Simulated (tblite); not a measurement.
Compound: C4H8F2O2Si.
SMILES with atom numbers: `[CH3:1][O:2][SiH2:3][C:4]([O:5][CH3:6])=[C:7]([F:8])[F:9]` (hydrogens: H10, H11, H12 on C1; H13, H14 on Si3; H15, H16, H17 on C6)

The geometry is computed with GFN2-xTB (gas phase).

(1) What internal coordinates does the optimisation give?

## Answers

(1) 
| bond | length (pm) | order |
| --- | --- | --- |
| C1–O2 | 140.1 | single |
| O2–Si3 | 161.0 | single |
| Si3–C4 | 191.3 | single |
| C4–O5 | 136.1 | single |
| O5–C6 | 141.4 | single |
| C4=C7 | 132.3 | double |
| C7–F8 | 134.3 | single |
| C7–F9 | 134.6 | single |
| C1–H10, C1–H11, C1–H12 | 109.1 | single |
| Si3–H13 | 146.6 | single |
| Si3–H14 | 144.9 | single |
| C6–H15, C6–H16, C6–H17 | 109.2 | single |

Bonds in one row agree within 1 pm and their mean is given. Orders are formal, as drawn. A selection of angles:
| angle | degrees |
| --- | --- |
| C1–O2–Si3 | 132.5 |
| O2–Si3–C4 | 110.2 |
| Si3–C4–O5 | 111.8 |
| Si3–C4–C7 | 121.3 |
| O5–C4–C7 | 126.9 |
| C4–O5–C6 | 119.1 |
| C4–C7–F8 | 121.6 |
| C4–C7–F9 | 130.1 |
| F8–C7–F9 | 108.3 |

Dihedral angles: C1–O2–Si3–C4 -61° (synclinal); O2–Si3–C4–O5 40° (synclinal); Si3–C4–O5–C6 180° (antiperiplanar); Si3–C4–C7–F8 -1° (synperiplanar). The mirror-image conformer, all signs reversed, is as good.

The 3 C–O bonds span 1.361 Å (C4–O5, drawn single) to 1.414 Å (O5–C6, drawn single), a spread of 0.053 Å. Of the pairs four or more bonds apart, C6···F9 is among the closest relative to their van der Waals radii: 2.78 Å, 88 % of the sum of Bondi's values. Si3 (oxygen-bound silicon) is distorted tetrahedral (angles from 99.9° to 116.4°).

Point group: C1 (no symmetry element, even within 0.4 Å). Its GFN2-xTB frequencies are all real (lowest 16 cm⁻¹). One conformer, not necessarily the lowest.

The run took 1.2 s on an Arm Neoverse V1 with one thread, on a shared host. This is the geometry optimisation.
